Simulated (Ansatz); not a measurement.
Reaction (formal hydrolysis of the Sn–F bond): `[F][Sn][N]([SiH3])[SiH3]` + H₂O → `[OH][Sn][N]([SiH3])[SiH3]` + H–F

Computed with Ansatz on PBE0-D4/def2-TZVP structures; ΔE is electronic, products minus reactants. CCSD(T)/CBS is the MP2 limit (def2-TZVPP, def2-QZVPP) plus CCSD(T) − MP2 in def2-TZVPP, frozen cores. This one scheme is used for every species. DFT in def2-TZVPP. Elements past krypton have def2 core potentials. For Sn outer-core shells are correlated without core-valence functions, which leaves a few kJ/mol of doubt a bond. Each species was taken in one conformer, which may not be the lowest.

```tsv
species	PBE0-D4 energy (Eh)
`[F][Sn][N]([SiH3])[SiH3]`	-951.28650
H₂O	-76.38097
`[OH][Sn][N]([SiH3])[SiH3]`	-927.25644
H–F	-100.39410
```

Task: Work out ΔE.

Result: ΔE = (-927.25644) + (-100.39410) − (-951.28650) − (-76.38097) = 0.01693 Eh = +44.4 kJ/mol. CCSD(T)/CBS gives +44.3 kJ/mol.

Task: What do rigid-rotor, harmonic-oscillator terms from PBE0-D4/def2-TZVP frequencies (298.15 K, 1 bar) make of the CCSD(T)/CBS value? (Estimate.)

Result: The calculation gave: ΔZPE = -2.2 kJ/mol, ΔH = +42.2 kJ/mol, ΔS = -5 J/(mol·K), ΔG = +43.5 kJ/mol. Modes under 50 cm⁻¹ make the entropy rough.

Largest T1 diagnostic among the species: 0.016.

Leaving LDA and LC-ωPBE aside and taking each functional with its dispersion term where it has one, the values, not all of them listed here, spread over 10.0 kJ/mol, from revPBE-D4 to B97M-V. LDA lies −7.6 kJ/mol from PBE without D4. The D4 term adds −4.2 kJ/mol with B3LYP and −2.3 kJ/mol with PBE0; it sums over pairs of atoms, weighted by their polarisabilities, and B3LYP, whose exchange is more repulsive, gets the larger term.

B3LYP here is the variant with VWN-RPA as its local correlation; programs differ in this.
